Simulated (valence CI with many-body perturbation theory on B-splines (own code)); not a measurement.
**From CI to CI+MBPT in Pt⁷²⁺**

Calculated by valence CI with perturbative core correlation (CI+MBPT): four valence electrons over a frozen Dirac-Fock core [He], radial functions for each j: 11 s, 11 p, 9 d, 7 f, 5 g, 2 h, 1 i, with the one-electron correlation potential Σ1 (screened to all orders), the two-electron term Σ2, the three-electron term Σ3, Breit, model QED; selected single and double excitations, second order for the rest (own B-spline code, finite nucleus).

The last digits are not significant, and no measured levels were compared; by estimate large intervals hold to a few tenths of a per cent, small ones and those within an open d or f shell to about a per cent. Among the levels kept, up to 310 cm⁻¹ of a level comes from second order outside the variational space, and about a tenth of that is noise between levels of different J, which matters for small intervals.

Each rung adds one term. CI alone is the Dirac-Coulomb CI over the frozen core; QED comes last and gives the full result, which names the levels. Energies are above (2s^2 2p1/2^2) J=0 on the same rung, in × 10³ cm⁻¹.

Levels are named by their leading jj configuration (3d3/2^4 stands for four electrons in 3d with j = 3/2), which in mixed levels can hold well under half, so a name can repeat and another be missing. Letters in brackets count levels of one name in rising energy.

| Level | CI alone | + Σ1 | + Σ2 | + Σ3 | + Breit | Full |
| --- | --- | --- | --- | --- | --- | --- |
| (2s^2 2p1/2 2p3/2) J=1 | 14749 | 14751 | 14750 | 14750 | 14538 | 14556 |
| (2s^2 2p1/2 2p3/2) J=2 | 14974 | 14976 | 14976 | 14975 | 14685 | 14703 |
| (2s 2p1/2^2 2p3/2) J=2 | 17467 | 17466 | 17464 | 17463 | 17378 | 17218 |
| (2s 2p1/2^2 2p3/2) J=1 | 18201 | 18200 | 18196 | 18195 | 18141 | 17980 |
| (2s^2 2p3/2^2) J=2 | 29896 | 29900 | 29900 | 29899 | 29452 | 29484 |
| (2s^2 2p3/2^2) J=0 | 30358 | 30363 | 30363 | 30362 | 30001 | 30033 |
| (2s 2p1/2 2p3/2^2) J=2 [a] | 31943 | 31944 | 31942 | 31942 | 31671 | 31528 |
| (2s 2p1/2 2p3/2^2) J=3 | 32432 | 32433 | 32432 | 32431 | 32039 | 31895 |
| (2s 2p1/2 2p3/2^2) J=0 | 32807 | 32808 | 32807 | 32806 | 32601 | 32457 |
| (2s 2p1/2 2p3/2^2) J=1 [a] | 33059 | 33061 | 33057 | 33055 | 32797 | 32653 |
| (2s 2p1/2 2p3/2^2) J=2 [b] | 33202 | 33204 | 33200 | 33199 | 32866 | 32722 |
| (2s 2p1/2 2p3/2^2) J=1 [b] | 33160 | 33161 | 33159 | 33157 | 32906 | 32762 |
| (2p1/2^2 2p3/2^2) J=2 | 35987 | 35985 | 35979 | 35977 | 35856 | 35537 |
| (2p1/2^2 2p3/2^2) J=0 | 36468 | 36466 | 36461 | 36459 | 36425 | 36106 |
| (2s 2p3/2^3) J=2 | 47578 | 47582 | 47580 | 47579 | 47107 | 46980 |
| (2s 2p3/2^3) J=1 | 48303 | 48306 | 48304 | 48302 | 47857 | 47730 |
| (2p1/2 2p3/2^3) J=1 | 50830 | 50830 | 50825 | 50823 | 50546 | 50241 |
| (2p1/2 2p3/2^3) J=2 | 51055 | 51055 | 51050 | 51048 | 50694 | 50389 |
| (2p3/2^4) J=0 | 66165 | 66167 | 66163 | 66161 | 65708 | 65420 |
| (2s^2 2p1/2 3s) J=0 | 95408 | 95412 | 95412 | 95411 | 95083 | 95128 |
| (2s^2 2p1/2 3s) J=1 | 95451 | 95456 | 95455 | 95454 | 95112 | 95158 |
| (2s^2 2p1/2 3p1/2) J=1 | 96205 | 96209 | 96209 | 96207 | 95912 | 95905 |
| (2s^2 2p1/2 3p1/2) J=0 | 96606 | 96610 | 96610 | 96608 | 96341 | 96334 |
| (2s 2p1/2^2 3s) J=1 | 97856 | 97858 | 97856 | 97855 | 97705 | 97573 |
| (2s 2p1/2^2 3s) J=0 | 98179 | 98180 | 98179 | 98178 | 98043 | 97910 |
| (2s 2p1/2^2 3p1/2) J=1 | 98715 | 98715 | 98713 | 98712 | 98608 | 98424 |
| (2s 2p1/2^2 3p1/2) J=0 | 98697 | 98697 | 98696 | 98694 | 98616 | 98432 |
| (2s^2 2p1/2 3p3/2) J=2 | 100760 | 100764 | 100763 | 100762 | 100405 | 100404 |
| (2s^2 2p1/2 3p3/2) J=1 | 100746 | 100750 | 100750 | 100749 | 100413 | 100412 |
| (2s^2 2p1/2 3d3/2) J=2 | 101329 | 101334 | 101333 | 101332 | 100973 | 100965 |
| (2s^2 2p1/2 3d3/2) J=1 | 101561 | 101565 | 101565 | 101564 | 101193 | 101184 |

**Question.** How does the ionisation energy move along the ladder, and which term matters most?

**Answer.** CI alone 20887, + Σ1 20887, + Σ2 20887, + Σ3 20887, + Breit 20839, + QED 20838 eV. The largest step is Breit, -48 eV. NIST lists 20840 ± 70 eV (theoretical).
